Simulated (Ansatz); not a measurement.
Job for Ansatz (a program for electronic structure): R-CCSD(T)/cc-pVTZ on H2O (SMILES O).

Ansatz 0.2 input:
```yaml
crystal:
  periodic: [false, false, false]
  atoms:
    - {symbol: O, position_ang: [-0.00000000, 0.00000000, 0.38961139]}
    - {symbol: H, position_ang: [0.00000000, 0.76498632, -0.19485569]}
    - {symbol: H, position_ang: [0.00000000, -0.76498632, -0.19485569]}
basis:
  gaussian:
    orbitals: cc-pVTZ
magnetization: {spin_polarized: false}
correlation: {method: ccsd_t, electrons: outside_noble_gas}
scf: {lower_state_search: off}
```

The log:

```
WARN ansatz: RAYON_NUM_THREADS=4 ignored (pool sized by the plan → 4); use --threads N
Functional definition: HF
these checks for a lower state are left out or cut short: stability, starts, cluster_reference, orbital_swaps, neighbouring_geometries, increment
integrals: 0.02 GiB planned
342 factors; integrals over basis functions are off by at most 6.6e-4 eV
mean field: 0.06 GiB planned
mean field evaluation 1: about -2067.8770 eV, gradient 3.2e1 eV
mean field evaluation 2: about -2067.8771 eV, gradient 3.2e1 eV
mean field evaluation 4: about -2069.6026 eV, gradient 1.4e0 eV
mean field evaluation 8: about -2069.6097 eV, gradient 2.7e-5 eV
mean field -2069.60965127 eV, -76.0567518522 hartree, gradient 4.4e-6 eV, S^2 0.000000; 0 other end points of the search recorded, 0 dependent functions left out
1 core orbitals not correlated
reference -2069.60965127 eV, -76.0567518522 hartree; 4, 4 occupied and 53, 53 virtual orbitals, 342 factors
second order -7.12375362 eV of doubles, -0.00000000 eV of singles
coupled cluster: 0.10 GiB planned
cycle   1  -7.13173457 eV  change   -8.0e-3 eV  update   3.8e-2
cycle   2  -7.26407348 eV  change   -1.3e-1 eV  update   1.0e-2
cycle   3  -7.28418865 eV  change   -2.0e-2 eV  update   3.9e-3
cycle   4  -7.28354813 eV  change    6.4e-4 eV  update   7.2e-4
cycle   5  -7.28400126 eV  change   -4.5e-4 eV  update   2.6e-4
cycle   6  -7.28402035 eV  change   -1.9e-5 eV  update   8.4e-5
cycle   7  -7.28402525 eV  change   -4.9e-6 eV  update   2.6e-5
cycle   8  -7.28401497 eV  change    1.0e-5 eV  update   6.7e-6
cycle   9  -7.28401255 eV  change    2.4e-6 eV  update   1.2e-6
perturbative correction -0.20901266 eV, -0.0076810737 hartree
Total energy: -2077.10267648 eV, -76.3321154500 hartree
Checks for a lower state left out: stability, starts, cluster_reference, orbital_swaps, neighbouring_geometries, increment
```

The run converged.

Cost: very roughly 0.6 core-seconds.
